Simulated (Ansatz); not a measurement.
Geometry optimisation, RKS PBE/def2-SVP in Ansatz 0.2.0.

The input (input.yaml):

```yaml
crystal:
  periodic: [false, false, false]
  atoms:
    - { symbol: Zr, position_ang: [0.374837, 0.378133, -0.722093] }
    - { symbol: Cl, position_ang: [-1.033156, 0.206879, 2.715997] }
    - { symbol: Cl, position_ang: [1.895864, 0.101733, -2.489249] }
    - { symbol: Cl, position_ang: [-1.183604, 2.13518, -0.927377] }
    - { symbol: "N", position_ang: [-0.464593, -1.383858, -0.296453] }
    - { symbol: H, position_ang: [-1.212353, -1.430833, 0.413356] }
    - { symbol: H, position_ang: [-0.302949, -2.318594, -0.693787] }
    - { symbol: H, position_ang: [1.365856, 0.736816, 0.806048] }
    - { symbol: H, position_ang: [0.190798, 0.467043, 2.212459] }
basis:
  gaussian: { orbitals: def2-SVP }
hamiltonian:
  xc: pbe
relax:
  f_tol: 0.03
  max_steps: 50
```

Launched with:

```bash
$ ansatz run input.yaml --threads 2 --pin off --max-ram 3072MiB --backend cpu --events-out ev --progress --plain --runs-dir out
```

Where does it end, and by what steps?

The forces met the threshold. The force dipped under the threshold on the way, but the program's further checks kept it going. After 23 steps the energy has fallen by 1.751 eV; H9 moved furthest, 2.14 Å. Parted: Zr1–H8 (1.86 → 4.13 Å), Cl2–H9 (1.35 → 3.47 Å). Joined: Zr1–Cl2 (3.72 → 2.36 Å), H8–H9 (1.85 → 0.77 Å).

```csv
step,energy less start (eV),largest force component (eV/Å),accepted
0,0.0000,0.680,yes
1,-0.0398,0.448,yes
2,-0.0271,0.342,no
3,-0.0556,0.138,yes
4,-0.0701,0.306,yes
5,-0.0952,0.561,yes
6,-0.1810,0.898,yes
7,-0.3096,1.600,yes
8,-0.7192,1.402,yes
9,-1.0465,2.124,yes
10,-1.3558,0.577,yes
11,-1.4722,0.426,yes
12,-1.5329,0.359,yes
13,-1.5547,0.369,yes
14,-1.5730,0.491,yes
15,-1.6218,0.481,yes
16,-1.6839,0.417,yes
17,-1.7297,0.281,yes
18,-1.7471,0.067,yes
19,-1.7487,0.103,yes
20,-1.7506,0.015,yes
21,-1.7509,0.013,yes
22,-1.7507,0.035,no
23,-1.7511,0.009,yes
```

```xyz
9
Properties=species:S:1:pos:R:3
Zr -0.658 0.445 -0.427
Cl -1.025 1.113 1.802
Cl 1.490 0.863 -1.301
Cl -2.268 1.450 -1.834
N -0.936 -1.540 -0.489
H -1.519 -2.085 0.159
H -0.554 -2.174 -1.203
H 2.783 0.384 1.851
H 2.317 0.437 2.460
```

Whether the end is a true minimum wasn't checked by a vibrational analysis.

The run took 2.5 min on 2 threads of Intel(R) Xeon(R) Processor @ 2.50GHz (Skylake/Cascade Lake), on a shared host, peak memory 0.19 GiB.
